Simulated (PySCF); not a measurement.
C4H13FN2Si2.
Numbering: `[CH3:1][NH:2][Si@H:3]([NH:4][SiH3:5])[C:6]1([F:7])[CH2:8][CH2:9]1`

Cartesian coordinates in Å at the GFN2-xTB level; atoms count from 1:
```xyz
22
C4H13FN2Si2 angstrom
C     -2.5789   -1.2073   -0.7690
N     -1.2072   -1.2017   -0.3161
Si    -0.5232    0.1566    0.4872
N     -0.6122    1.4690   -0.6314
Si     0.1356    3.0294   -0.4853
C      1.2768   -0.3008    0.8605
F      1.9152    0.7344    1.5255
C      2.1611   -1.0586   -0.0826
C      1.7816   -1.6599    1.2358
H     -2.6902   -1.8864   -1.6171
H     -2.8457   -0.2024   -1.0854
H     -3.2782   -1.5135    0.0159
H     -0.9260   -2.1192   -0.0061
H     -1.1517    0.5914    1.7423
H     -0.8979    1.2128   -1.5626
H      1.5926    2.9597   -0.6152
H     -0.2447    3.5621    0.8197
H     -0.4307    3.8070   -1.5917
H      3.1765   -0.7118   -0.2016
H      1.7145   -1.4502   -0.9831
H      1.0794   -2.4790    1.2596
H      2.5430   -1.7123    1.9999
```

NICS = −σ at a ghost point: NICS(0) at the centroid of the ring atoms, NICS(1) 1 Å to either side along the normal of their mean plane, zz for the tensor component along that normal. Level: GIAO PBE0/pcSseg-1 (PySCF, non-relativistic, gas phase) on the GFN2-xTB geometry, one conformer.

Ring bond lengths (Å), with Mayer bond orders in brackets: C6–C8 1.499 (0.94), C8–C9 1.498 (0.97), C9–C6 1.498 (0.94).

Q: What do the NICS probes read (ppm)?

A: 
| ring | type | NICS(0) | NICS(1), two faces | NICS(1)zz, two faces | rms pucker (Å) | centre to ring atoms, mean (Å) |
| --- | --- | --- | --- | --- | --- | --- |
| C6–C8–C9 | 3-membered carbocycle; formal bonds all single | -39.6 | -10.7 / -6.6 | -27.1 / -16.7 | 0.00 | 0.86 |

Q: What do they say, and how far can they be read as aromaticity?

A: 
- C6–C8–C9: mean NICS(1)zz -21.9 ppm, shielded. C6, C8, C9 have four or more neighbours; no verdict on aromaticity is drawn. The two faces differ by 10.4 ppm, so no symmetry operation interchanges them. NICS(0) lies 31 ppm below the mean NICS(1).

Q: At the first NICS(1) probe listed for ring C6–C8–C9, 1 Å off the ring, what do the in-plane components average?

A: The isotropic value is a third of the trace: (3 × -10.7 − (-27.1))/2 = -2.5 ppm.

Q: What are the shieldings of the ring atoms and their hydrogens in the same run (means over atoms taken as equivalent)?

A: 
| atoms | environment | σ isotropic (ppm) | principal values of the symmetric part, first atom (ppm) |
| --- | --- | --- | --- |
| C6 | sp3 C–F carbon | 112.1 | 56.4, 74.4, 205.4 |
| C8 | three-membered-ring carbon | 176.5 | 143.6, 173.4, 212.5 |
| C9 | three-membered-ring carbon | 176.2 | 145.3, 172.3, 211.0 |
| H19 | methylene hydrogen | 30.73 | 25.9, 26.9, 39.4 |
| H20 | methylene hydrogen | 31.18 | 25.2, 29.1, 39.2 |
| H21 | methylene hydrogen | 31.58 | 24.9, 29.9, 40.0 |
| H22 | methylene hydrogen | 30.69 | 25.2, 27.2, 39.7 |

The run took 94 s wall on one thread, Arm Neoverse N1 (aarch64), on a shared host, and the process peaked at 0.97 GiB of memory. This is the whole shielding run at PBE0/pcSseg-1, SCF included.
